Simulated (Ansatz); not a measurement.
Process, species as SMILES: FS(F)=O → 2 F atom + O atom + S atom
B3LYP-D3(BJ)/def2-TZVP geometries, fixed; electronic energies without zero-point terms.

Energies in hartree at PBE with Ansatz (an electronic-structure program); the atomisation energy is their sum with the coefficients shown, times 627.509 kcal/mol a hartree. All functions are spherical. Open shells are unrestricted. No added dispersion term, no relativity.

```json
[
 {"species": "O=S(F)F", "coefficient": "-1", "part": "PBE", "cc-pV(D+d)Z": "-672.66525", "cc-pV(T+d)Z": "-672.80503", "cc-pV(Q+d)Z": "-672.83853"},
 {"species": "F atom", "coefficient": "+2", "part": "PBE", "cc-pV(D+d)Z": "-99.62478", "cc-pV(T+d)Z": "-99.66135", "cc-pV(Q+d)Z": "-99.67154"},
 {"species": "O atom", "coefficient": "+1", "part": "PBE", "cc-pV(D+d)Z": "-74.98142", "cc-pV(T+d)Z": "-75.00491", "cc-pV(Q+d)Z": "-75.01166"},
 {"species": "S atom", "coefficient": "+1", "part": "PBE", "cc-pV(D+d)Z": "-397.93053", "cc-pV(T+d)Z": "-397.94411", "cc-pV(Q+d)Z": "-397.94765"}
]
```

Question: Predict the atomisation energy in cc-pV(5+d)Z (X = 5): let each PBE step shrink by the ratio of the last two. Compare with the run.

Answer: 
- O=S(F)F: steps -0.13978 and -0.03350, ratio 0.240, so PBE -672.84657 (run: -672.85156).
- F atom: steps -0.03657 and -0.01019, ratio 0.279, so PBE -99.67438 (run: -99.67533).
- O atom: steps -0.02349 and -0.00675, ratio 0.287, so PBE -75.01360 (run: -75.01437).
- S atom: steps -0.01358 and -0.00354, ratio 0.261, so PBE -397.94857 (run: -397.95111).
Predicted 336.12 kcal/mol; the run in cc-pV(5+d)Z gives 335.98, a miss of 0.14. Keeping the value in cc-pV(Q+d)Z, 336.43, would miss by 0.45. All sums are of the energies as printed.
